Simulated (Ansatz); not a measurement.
A CCSD(T) single point on AlH9Si3 (`[AlH2][SiH2][SiH2][SiH3]`).

```yaml
crystal:
  periodic: [false, false, false]
  atoms:
    - {symbol: Al, position_ang: [-0.964147, 1.082832, -1.372260]}
    - {symbol: Si, position_ang: [0.512999, -0.890156, -1.457791]}
    - {symbol: Si, position_ang: [1.399628, -0.638864, 0.690022]}
    - {symbol: Si, position_ang: [-0.571279, 0.163754, 1.652685]}
    - {symbol: H, position_ang: [-0.243653, 2.500251, -1.386307]}
    - {symbol: H, position_ang: [-2.531956, 0.954044, -1.588939]}
    - {symbol: H, position_ang: [-0.194372, -2.202712, -1.491728]}
    - {symbol: H, position_ang: [1.585450, -0.907451, -2.492361]}
    - {symbol: H, position_ang: [1.933844, -1.811747, 1.433883]}
    - {symbol: H, position_ang: [2.389311, 0.472235, 0.745133]}
    - {symbol: H, position_ang: [-1.136538, 1.147272, 0.624927]}
    - {symbol: H, position_ang: [-1.627893, -0.874860, 1.758256]}
    - {symbol: H, position_ang: [-0.530995, 0.970702, 2.899280]}
basis:
  gaussian: {orbitals: def2-TZVPP}
correlation: {method: ccsd_t}
output: {orbitals: {seedname: orbitals}}
```

```sh
$ ansatz run in.yaml --threads 4 --pin off --events-out ev --progress --plain --max-ram 10444MiB
```

The program prints (abridged):

```
Functional definition: HF
1659 factors; integrals over basis functions are off by at most 1.6e-3 eV
mean field evaluation 1: about -30309.8792 eV, gradient 1.8e1 eV
mean field evaluation 2: about -30310.1481 eV, gradient 1.9e1 eV
mean field evaluation 4: about -30312.4838 eV, gradient 1.4e0 eV
mean field evaluation 8: about -30312.4891 eV, gradient 8.5e-2 eV
mean field -30312.48915648 eV, -1113.9634299574 hartree, gradient 1.7e-6 eV, S^2 0.000000; 0 other end points of the search recorded, 0 dependent functions left out
20 core orbitals not correlated: weight in the atoms' cores, before any rotation towards them, 1.000 or more for the frozen orbitals, at most 0.000 for the correlated occupied ones
reference -30312.48915648 eV, -1113.9634299574 hartree; 12, 12 occupied and 262, 262 virtual orbitals, 1659 factors
second order -12.83797364 eV of doubles, -0.00000000 eV of singles
cycle   1  -14.42975434 eV  change    -1.6e0 eV  update   1.0e-1
cycle   2  -15.02695645 eV  change   -6.0e-1 eV  update   3.4e-2
cycle   3  -15.07420389 eV  change   -4.7e-2 eV  update   1.1e-2
cycle   4  -15.06752161 eV  change    6.7e-3 eV  update   3.9e-3
cycle   5  -15.06549360 eV  change    2.0e-3 eV  update   1.1e-3
cycle   6  -15.06524871 eV  change    2.4e-4 eV  update   3.7e-4
cycle   7  -15.06529194 eV  change   -4.3e-5 eV  update   1.0e-4
cycle   8  -15.06533069 eV  change   -3.9e-5 eV  update   3.9e-5
cycle   9  -15.06533196 eV  change   -1.3e-6 eV  update   1.5e-5
perturbative correction -0.55701609 eV, -0.0204699639 hartree
Total energy: -30328.11150453 eV, -1114.5375406593 hartree
```

Run time 2.7 min (4 threads of an Arm Neoverse V1 on a shared host); peak host memory 8.1 GiB.

The correlation energy is -15.622 eV, 3.6 % of it from (T); the T1 diagnostic reads 0.0141.
